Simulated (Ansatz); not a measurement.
This geometry of CH₂ClF₂NSi (8 atoms, charge 0, multiplicity 1) is a first-order saddle point.

Level of theory: Ansatz 0.2.0, RKS LDA/def2-SVP.

```xyz
8
Properties=species:S:1:pos:R:3
F -2.113 -0.599 1.645
C -1.054 -0.085 1.051
N -0.535 -0.631 0.057
Si 0.825 -0.146 -0.866
F 2.110 -0.021 0.103
Cl 0.476 1.698 -1.683
H -0.750 0.857 1.571
H 1.133 -1.131 -1.933
```

Problem. Which two structures does it join? (They come from a converged band through this point; their orientation in space is the band's.)

Solution. No bond is made or broken. The dihedral C2–N3–Si4–Cl6 goes from -115 to 2°.

Image 0:

```xyz
8
Properties=species:S:1:pos:R:3
F -2.026 -0.559 1.758
C -0.895 -0.242 1.158
N -0.756 -0.348 -0.079
Si 0.666 0.031 -0.956
F 1.837 0.478 0.071
Cl 0.276 1.613 -2.175
H -0.146 0.112 1.909
H 1.137 -1.142 -1.741
```

Image 8:

```xyz
8
Properties=species:S:1:pos:R:3
F -2.160 -0.502 1.600
C -1.248 -0.042 0.769
N -0.224 -0.700 0.488
Si 1.023 -0.197 -0.575
F 2.385 -0.109 0.276
Cl 0.646 1.686 -1.311
H -1.536 0.970 0.388
H 1.205 -1.162 -1.692
```

Problem. How far does it lie above each of them?

Solution. 1.3 kcal/mol above the first and 2.1 kcal/mol above the second. This is the barrier of this one path; another mechanism may lie lower.

Run time: 95 s on 2 threads of AMD EPYC 7R43 64-Core Processor (Zen 3), on a shared host, peak memory 0.15 GiB.
